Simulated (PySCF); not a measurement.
A structure optimised at B3LYP-D3(BJ)/def2-SVP, used in a PySCF frequency run:

```
O
C 1 1.4242
H 2 1.1081 1 111.45
H 2 1.1095 3 106.34 1 -121.22
Si 1 1.6751 2 123.44 3 -63.67
H 5 1.4871 1 105.50 2 -174.31
H 5 1.4975 6 109.87 1 -117.75
C 5 1.8774 6 110.90 7 -121.20
H 8 1.1018 5 110.80 6 -59.53
H 8 1.1020 9 108.19 5 122.45
H 8 1.1028 9 108.13 10 116.37
Si 2 1.9027 3 110.64 4 -119.28
H 12 1.4928 2 108.76 3 -56.55
H 12 1.4966 13 108.38 2 -117.76
C 12 1.8805 13 110.65 14 -122.42
H 15 1.1012 12 109.13 13 -65.28
H 15 1.1012 16 108.59 12 -122.19
H 15 1.1019 16 108.09 17 -117.17
```
Charge 0, spin multiplicity 1.

Task: Write its SMILES and formula.

Result: C[SiH2]CO[SiH2]C, C₃H₁₂OSi₂

Task: What are its rotational constants (standard atomic weights)?

Result: 5.4296, 0.90372, 0.81816 GHz
